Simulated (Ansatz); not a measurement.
Breaking the I1–I2 bond in I2 (multiplicity 1 held). Energies count from the point at 2.695 Å.


Restricted levels (R-, RO-) in cc, def2 and unpolarised 6-31G sets keep to the state of the molecule at rest. U- levels take the lowest unrestricted solution at each point, which mixes spins at long bonds. Active spaces are followed from rest. Left out are points that failed, MP2 points that dive below the minimum, coupled-cluster points behind a jump of the amplitudes or a sharp parting from full CI or MRCI, small-basis points behind a change of solution, and semi-empirical points at long bonds. Curves can end on different states.

Correlated levels freeze the cores. Filled d and f shells under p-block atoms count as core.

Programs: Ansatz (a quantum-chemistry and plane-wave program) with Gaussian orbitals. Values without a source in brackets are computed. In def2 rows elements past Kr take small-core potentials, without spin–orbit coupling.

Energies in eV.

```json
[
 {"R (Å)": "2.156", "R-PBE/def2-TZVPP": "3.24", "U-PBE/def2-TZVPP": "3.24", "R-SCS-MP2/def2-TZVPP": "3.38", "R-CCSD(T)/def2-TZVPP": "3.44", "FIC-MRCISD on CASSCF(14,8)/def2-TZVPP": "3.44", "FIC-MRCISD+Q on CASSCF(14,8)/def2-TZVPP": "3.46"},
 {"R (Å)": "2.425", "R-PBE/def2-TZVPP": "0.52", "U-PBE/def2-TZVPP": "0.52", "R-SCS-MP2/def2-TZVPP": "0.54", "R-CCSD(T)/def2-TZVPP": "0.57", "FIC-MRCISD on CASSCF(14,8)/def2-TZVPP": "0.58", "FIC-MRCISD+Q on CASSCF(14,8)/def2-TZVPP": "0.58"},
 {"R (Å)": "2.695", "R-PBE/def2-TZVPP": "0.00", "U-PBE/def2-TZVPP": "0.00", "R-SCS-MP2/def2-TZVPP": "0.00", "R-CCSD(T)/def2-TZVPP": "0.00", "FIC-MRCISD on CASSCF(14,8)/def2-TZVPP": "0.00", "FIC-MRCISD+Q on CASSCF(14,8)/def2-TZVPP": "0.00"},
 {"R (Å)": "2.964", "R-PBE/def2-TZVPP": "0.28", "U-PBE/def2-TZVPP": "0.28", "R-SCS-MP2/def2-TZVPP": "0.31", "R-CCSD(T)/def2-TZVPP": "0.26", "FIC-MRCISD on CASSCF(14,8)/def2-TZVPP": "0.24", "FIC-MRCISD+Q on CASSCF(14,8)/def2-TZVPP": "0.24"},
 {"R (Å)": "3.234", "R-PBE/def2-TZVPP": "0.79", "U-PBE/def2-TZVPP": "0.79", "R-SCS-MP2/def2-TZVPP": "0.85", "R-CCSD(T)/def2-TZVPP": "0.73", "FIC-MRCISD on CASSCF(14,8)/def2-TZVPP": "0.69", "FIC-MRCISD+Q on CASSCF(14,8)/def2-TZVPP": "0.69"},
 {"R (Å)": "3.638", "R-PBE/def2-TZVPP": "1.54", "U-PBE/def2-TZVPP": "1.44", "R-SCS-MP2/def2-TZVPP": "1.63", "R-CCSD(T)/def2-TZVPP": "1.33", "FIC-MRCISD on CASSCF(14,8)/def2-TZVPP": "1.24", "FIC-MRCISD+Q on CASSCF(14,8)/def2-TZVPP": "1.26"},
 {"R (Å)": "4.042", "R-PBE/def2-TZVPP": "2.09", "U-PBE/def2-TZVPP": "1.84", "R-SCS-MP2/def2-TZVPP": "2.12", "R-CCSD(T)/def2-TZVPP": "1.63", "FIC-MRCISD on CASSCF(14,8)/def2-TZVPP": "1.52", "FIC-MRCISD+Q on CASSCF(14,8)/def2-TZVPP": "1.56"},
 {"R (Å)": "4.716", "R-PBE/def2-TZVPP": "2.61", "U-PBE/def2-TZVPP": "2.13", "R-SCS-MP2/def2-TZVPP": "2.31", "R-CCSD(T)/def2-TZVPP": "1.65", "FIC-MRCISD on CASSCF(14,8)/def2-TZVPP": "1.65", "FIC-MRCISD+Q on CASSCF(14,8)/def2-TZVPP": "1.69"},
 {"R (Å)": "5.390", "R-PBE/def2-TZVPP": "2.83", "U-PBE/def2-TZVPP": "2.18", "R-SCS-MP2/def2-TZVPP": "1.97", "R-CCSD(T)/def2-TZVPP": "1.54", "FIC-MRCISD on CASSCF(14,8)/def2-TZVPP": "1.66", "FIC-MRCISD+Q on CASSCF(14,8)/def2-TZVPP": "1.71"},
 {"R (Å)": "6.198", "R-PBE/def2-TZVPP": "2.92", "U-PBE/def2-TZVPP": "2.20", "R-SCS-MP2/def2-TZVPP": "1.24", "R-CCSD(T)/def2-TZVPP": "1.43", "FIC-MRCISD on CASSCF(14,8)/def2-TZVPP": "1.67", "FIC-MRCISD+Q on CASSCF(14,8)/def2-TZVPP": "1.71"},
 {"R (Å)": "7.276", "R-PBE/def2-TZVPP": "2.96", "U-PBE/def2-TZVPP": "2.20", "R-SCS-MP2/def2-TZVPP": "0.12", "R-CCSD(T)/def2-TZVPP": "1.36", "FIC-MRCISD on CASSCF(14,8)/def2-TZVPP": "1.67", "FIC-MRCISD+Q on CASSCF(14,8)/def2-TZVPP": "1.71"},
 {"R (Å)": "8.623", "R-PBE/def2-TZVPP": "2.97", "U-PBE/def2-TZVPP": "2.20", "R-SCS-MP2/def2-TZVPP": "left out", "R-CCSD(T)/def2-TZVPP": "1.30", "FIC-MRCISD on CASSCF(14,8)/def2-TZVPP": "1.67", "FIC-MRCISD+Q on CASSCF(14,8)/def2-TZVPP": "1.72"},
 {"R (Å)": "10.779", "R-PBE/def2-TZVPP": "2.97", "U-PBE/def2-TZVPP": "2.20", "R-SCS-MP2/def2-TZVPP": "left out", "R-CCSD(T)/def2-TZVPP": "1.25", "FIC-MRCISD on CASSCF(14,8)/def2-TZVPP": "1.67", "FIC-MRCISD+Q on CASSCF(14,8)/def2-TZVPP": "1.72"}
]
```

Doubts at one or more of the structures used: a restricted determinant that unrestricted orbitals would lower (R-PBE/def2-TZVPP, R-SCS-MP2/def2-TZVPP, R-CCSD(T)/def2-TZVPP); a spin-contaminated determinant (U-PBE/def2-TZVPP); other coupled-cluster roots lie near (R-CCSD(T)/def2-TZVPP).
